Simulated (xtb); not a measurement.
Input for xtb: GFN2-xTB on CCl (SMILES [C]Cl), 2S+1 = 2, a spin state set in the input, which need not be the lowest.

```
$ xtb mol.xyz --gfn 2 --opt tight --chrg 0 --uhf 1
2

C      0.88399432     0.00000000     0.00000000
Cl    -0.88399432     0.00000000     0.00000000
```

The head of its log:

```
[...]
           -------------------------------------------------
          |                Calculation Setup                |
           -------------------------------------------------



           -------------------------------------------------
          |                 G F N 2 - x T B                 |
           -------------------------------------------------

        Reference                      10.1021/acs.jctc.8b01176
      * Hamiltonian:
        H0-scaling (s, p, d)           1.850000    2.230000    2.230000
        zeta-weighting                 0.500000
      * Dispersion:
        s8                             2.700000
        a1                             0.520000
        a2                             5.000000
        s9                             5.000000
      * Repulsion:
        kExp                           1.500000    1.000000
        rExp                           1.000000
      * Coulomb:
        alpha                          2.000000
        third order                    shell-resolved
        anisotropic                    true
        a3                             3.000000
        a5                             4.000000
        cn-shift                       1.200000
        cn-exp                         4.000000
        max-rad                        5.000000


          ...................................................
          :                      SETUP                      :
          :.................................................:
          :  # basis functions                  14          :
          :  # atomic orbitals                  13          :
          :  # shells                            5          :
          :  # electrons                        11          :
          :  max. iterations                   250          :
          :  Hamiltonian                  GFN2-xTB          :
          :  restarted?                      false          :
          :  GBSA solvation                  false          :
          :  PC potential                    false          :
          :  electronic temp.          300.0000000     K    :
          :  accuracy                    1.0000000          :
          :  -> integral cutoff          0.2500000E+02      :
          :  -> integral neglect         0.1000000E-07      :
          :  -> SCF convergence          0.1000000E-05 Eh   :
          :  -> wf. convergence          0.1000000E-03 e    :
          :  Broyden damping             0.4000000          :
          :  net charge                          0          :
          :  unpaired electrons                  1          :
          ...................................................

 iter      E             dE          RMSdq      gap      omega  full diag
   1     -6.4847162 -0.648472E+01  0.961E+00    0.00       0.0  T
   2     -6.4850681 -0.351885E-03  0.581E+00    0.00       1.0  T
```

**Question.** Give the final energy of this run.

**Answer.** -6.4966 hartree.
